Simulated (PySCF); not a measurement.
# Bi: excitation energy

Bi [Xe] 4f14 5d10 6s2 6p3 (4S) → Bi [Xe] 4f14 5d10 6s1 6p4 (4P), as a difference of total energies. Computed with PySCF 2.14 in aug-cc-pV5Z-PP with ECP60MDF (8s8p6d4f3g2h, 139 functions), with scalar relativity through the core potential. Correlated levels: valence: 5s2 5p6 5d10 frozen. The calculations carry no spin-orbit coupling.

```
           method  excitation energy (eV)
              UHF                   9.248
              LDA                  10.068
              PBE                   9.888
             PBE0                   9.801
           r2SCAN                   9.762
             MN15                  10.156
          r2SCAN0                   9.716
             BLYP                   9.858
    MP2 (valence)                   9.191
SCS-MP2 (valence)                   9.174
```

Task: How much does correlation contribute at MP2 (valence)?

Result: 9.191 − (9.248) = -0.057 eV, measured against UHF.

Spin-orbit coupling is strong in these open shells (close to jj coupling). The scalar numbers leave it out and a first-order estimate fails, so it can dominate the gap to the real levels.

The upper state lies above the first ionisation limit, where it may autoionise and the basis confines it.
